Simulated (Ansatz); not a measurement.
## The standard entropy of C2F6 (SMILES FC(F)(F)C(F)(F)F) from a frequency calculation

A singlet with charge 0, relaxed at HF/6-31G* (Cartesian functions) (Ansatz 0.2.0):

```xyz
8

F     1.0516   -0.7566    1.1402
C     0.6528   -0.3913   -0.0541
F     1.5759    0.3591   -0.6050
F     0.4701   -1.4596   -0.7919
C    -0.6528    0.3913    0.0541
F    -0.4690    1.4618    0.7884
F    -1.0539    0.7530   -1.1406
F    -1.5748   -0.3577    0.6089
```

Harmonic wavenumbers in cm⁻¹: 70, 230, 230, 378, 415, 415, 564, 564, 674, 674, 774, 888, 1243, 1426, 1426, 1433, 1433, 1627.

Masses in u: F 18.998, C 12.011. Take T = 298.15 K, p = 1 bar, R = 8.3145 J/(mol K), kT/hc = 207.22 cm⁻¹, rigid rotor and harmonic oscillator.

Question: Work out S° at 298 K.

Answer: 
1. Translation (Sackur–Tetrode): S = R[3/2 ln M + 5/2 ln T − 1.1517] with M = 138.01 gives 170.3 J/(mol K).
2. Rotation: principal moments 173.471, 266.764, 266.767 u Å² give A, B, C = 0.0972, 0.0632, 0.0632 cm⁻¹; the symmetry number is σ = 6; q = (√π/σ)√((kT/hc)³/ABC) = 44722; S = R(ln q + 3/2) = 101.5.
3. Vibration: with u = ν̃/207.22, each mode gives R[u/(eᵘ − 1) − ln(1 − e⁻ᵘ)]; the sum is 54.2, most from 70 cm⁻¹ (17.4), 230 cm⁻¹ (7.9), 230 cm⁻¹ (7.9).
4. Spin: R ln 1 = 0.0.
5. Sum: 170.3 + 101.5 + 54.2 + 0.0 = 326.0 J/(mol K).

The tabulated value is 332.3 J/(mol K) (CRC Handbook of Chemistry and Physics): the model is off by -6.3. Where a soft mode is a torsion, a harmonic oscillator describes it poorly.
